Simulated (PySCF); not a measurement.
# Cl: excitation energy

Cl [Ne] 3s2 3p5 (2P) → Cl [Ne] 3s1 3p6 (2S), as a difference of total energies. Calculation: PySCF 2.14, in aug-cc-pwCVDZ (6s5p3d, 36 functions); the non-relativistic Hamiltonian (point nucleus). Correlated levels: valence and next inner shell: 1s2 frozen. The calculations carry no spin-orbit coupling.

| method | excitation energy (eV) |
| --- | --- |
| UHF | 15.357 |
| MP2 (valence and next inner shell) | 12.799 |
| SCS-MP2 (valence and next inner shell) | 12.548 |
| CCSD (valence and next inner shell) | 11.421 |
| CCSD(T) (valence and next inner shell) | 10.852 |

How much does correlation contribute at CCSD(T) (valence and next inner shell)?

10.852 − (15.357) = -4.505 eV, measured against UHF.

Errors of the correlated levels include the incompleteness of this basis and the frozen core.

The coupled-cluster amplitudes are large for the upper state (T1 above 0.03 or a double amplitude above 0.15), so a single reference is strained.

For comparison: 10.586 eV (measured; NIST levels, between the centres of gravity of the two terms).
